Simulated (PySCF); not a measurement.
## Stationary points of GaI2

These are results of PySCF, PBE, basis Ga def2-SVP, I def2-SVP with ECP28 (scalar-relativistic core potentials, no spin–orbit coupling, density fitting), not measurements.

Relaxations began from a few typed shapes; open shells are unrestricted. The search is not exhaustive: other isomers or separated fragments can lie lower, and high-lying points may rest on an excited occupation.

| spin | group | bonds | angles | imaginary modes (cm⁻¹) | ΔE (kJ/mol) | ΔE with ZPE (kJ/mol) |
| --- | --- | --- | --- | --- | --- | --- |
| doublet | C2v | Ga–I 2.568 Å (×2) | I–Ga–I 123.6° | none | 0.0 | 0.0 |
| doublet | D∞h | Ga–I 2.646 Å (×2) | I–Ga–I 180.0° | 62i, 62i | 27.7 | – |

The lowest minimum found is the doublet C2v: Ga–I 2.568 Å (×2); I–Ga–I 123.6°.

For the lowest minimum: spin–orbit coupling, left out here, can matter for elements this heavy.
